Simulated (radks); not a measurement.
The numbers below are computed, except where a source is named.
Spin polarisation of the 5d9 shell in neutral platinum. Start: [Xe] 4f14 5d(up 4.5, down 4.5) 6s(up 0.5, down 0.5); electrons of 5d are moved from spin down to spin up, other shells keep equal spins. Code: a radial shooting solver on a logarithmic mesh with Libxc functionals. Model: scalar-relativistic Kohn-Sham, PBEsol, spin-polarised, spherical densities, point nucleus.

| moment (Bohr magnetons) | E - E(0) (eV) | e(5d up) (eV) | e(5d down) (eV) | 6s down minus up (eV) | 5p down minus up (eV) |
|---|---|---|---|---|---|
| 0 | 0.000 | -6.167 | -6.167 | 0.000 | 0.000 |
| 0.25 | -0.009 | -6.238 | -6.096 | 0.075 | 0.134 |
| 0.5 | -0.035 | -6.306 | -6.022 | 0.150 | 0.268 |
| 0.75 | -0.080 | -6.374 | -5.947 | 0.225 | 0.401 |
| 1 | -0.142 | -6.439 | -5.871 | 0.300 | 0.535 |

At moment 1 the spin-polarisation energy is -0.142 eV and the 5d exchange splitting 0.569 eV, that is 0.569 eV per Bohr magneton; E = -I m^2/4 would give I = 0.568 eV.
